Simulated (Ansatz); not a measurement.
Species: C₃H₃F₂ (charge 0, doublet). It need not be the lowest isomer of its formula. 
Coordinates optimised at B3LYP-D3(BJ)/def2-TZVP (Ansatz, a quantum-chemistry and plane-wave program):
```
C
C 1 1.3648
F 2 1.3215 1 124.67
F 2 1.3226 3 111.08 1 -180.00
C 1 1.3822 2 124.98 3 0.00
H 5 1.0788 1 120.32 2 180.00
H 5 1.0802 6 118.17 1 -180.00
H 1 1.0827 2 114.65 3 -180.00
```
Charge 0, spin multiplicity 2.

Quantity: atomisation energy (electronic, to ground-state atoms), in kJ/mol. Valence correlation only, unless marked. Open shells are spin-unrestricted. Spin-orbit coupling is left out. Non-relativistic. The coupled-cluster limit lacks core correlation, which all-electron functionals hold. Basis-set limits of correlation are two-point, X^-3; Hartree-Fock from the larger set.

The UHF reference is spin-contaminated (<S^2> 0.19 over the pure value in the largest basis). 

```tsv
level	program	atomisation energy (kJ/mol)
B3LYP-D3(BJ)/def2-TZVPD	Ansatz + dftd3	(withheld)
CAM-B3LYP/def2-TZVPD	Ansatz	(withheld)
B2GP-PLYP-D4/def2-TZVPD	Ansatz + dftd4	3249.6
SCS-MP2/6-31G*	Ansatz	3036.2
CCSD/6-31G	Ansatz	2729.9
CCSD(T)/CBS(cc-pVTZ,cc-pVQZ)	Ansatz	3275.9
```

Problem. Complete the blanks.

Solution. 
- B3LYP-D3(BJ)/def2-TZVPD, atomisation energy (kJ/mol): 3302.5
- CAM-B3LYP/def2-TZVPD, atomisation energy (kJ/mol): 3311.5
